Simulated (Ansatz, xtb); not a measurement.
Energy difference R1 + R2 → P1, each structure at its B3LYP-D3(BJ)/def2-SVP stationary point, reached from a drawn start (curvature not checked).
P1: C3H12GaN (SMILES [CH3][Ga-]([CH3])([CH3])[NH3+]), charge 0, multiplicity 1.
R1, C3H9Ga (SMILES [CH3][Ga]([CH3])[CH3]) (charge 0, multiplicity 1):
```xyz
13

C     -0.82548     1.70650     0.59657
Ga    -0.00756    -0.02110     0.04693
C      1.95424    -0.29235     0.22912
C     -1.13679    -1.43642    -0.77590
H     -0.80353     2.40411    -0.26021
H     -0.27122     2.18464     1.41950
H     -1.87940     1.59040     0.89458
H      2.45502     0.07523    -0.68483
H      2.21840    -1.35576     0.34009
H      2.37294     0.27122     1.07778
H     -1.18115    -1.27225    -1.86783
H     -0.72319    -2.44432    -0.61460
H     -2.17218    -1.40989    -0.40120
```
R2: NH3 (SMILES N), charge 0, multiplicity 1.

P less R. No zero-point or thermal terms; no spin–orbit coupling.

Run with Ansatz (Gaussian orbitals); xtb for the GFN methods. No computed number here is a measurement.

Task: One of these levels gives -88.2 kJ/mol for the reaction energy. Which one is it?
A. GFN1-xTB
B. HF/cc-pVDZ
C. GFN2-xTB
D. B3LYP/def2-TZVPP

Result: C, GFN2-xTB. The others give -78.7 (GFN1-xTB), -71.9 (HF/cc-pVDZ), -60.8 (B3LYP/def2-TZVPP)

Ansatz is a quantum-chemistry and plane-wave program.
